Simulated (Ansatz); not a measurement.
Ideal-gas functions of Cl$_{2}$H$_{2}$N$_{2}$W (`[NH]=[W](=[NH])([Cl])[Cl]`) at 500 K and 1 bar, from an Ansatz frequency run at PBE0-D4/def2-TZVP.

Molar mass 284.78 g/mol, point group C2v (symmetry number 2), electronic degeneracy 1, moments of inertia 193.261, 327.442, 392.148 u Å². Harmonic wavenumbers (cm⁻¹, unscaled): 110, 167, 214, 219, 300, 402, 409, 414, 634, 636, 709, 999, 1047, 3647, 3650.

Use S(trans) = R[1.5 ln M + 2.5 ln T − 1.1517]; rotational temperatures θ = 24.2544 K / I; S(rot) = R[ln(√π/σ · √(T³/θAθBθC)) + 1.5]; for each mode x = 1.438777 ν̃/T, S = R[x/(eˣ − 1) − ln(1 − e⁻ˣ)] and H = RT x/(eˣ − 1); 1 cm⁻¹ = 0.0119627 kJ/mol; R = 8.31446 J/(mol·K).

Problem. By hand: the entropy, in J/(mol·K).

Solution. Translation 190.1. Rotation: θ = 0.1255, 0.0741, 0.0619 K, giving 120.0. Vibration, mode by mode: 17.91, 14.49, 12.48, 12.29, 9.79, 7.55, 7.42, 7.33, 4.38, 4.36, 3.69, 1.91, 1.71, 0.00, 0.00, in all 105.3. Electronic 0.0. Sum 415.4 J/(mol·K).

Problem. By hand: H − E and G − E in kJ/mol, counted from the electronic energy.

Solution. Zero-point energy ½ × 13557 × 0.0119627 = 81.1; thermal vibration 27.5; translation, rotation and pV give 4 RT = 16.6. H − E = 125.2 kJ/mol, and G − E = 125.2 − 500 × 415.4/1000 = -82.5 kJ/mol.

Vibration gives 25 % of the entropy, 17.9 J/(mol·K) of it from the mode under 150 cm⁻¹: soft modes count most, and the harmonic formula is weakest for them. The sum counts one conformer and one mirror image; others add a mixing term.
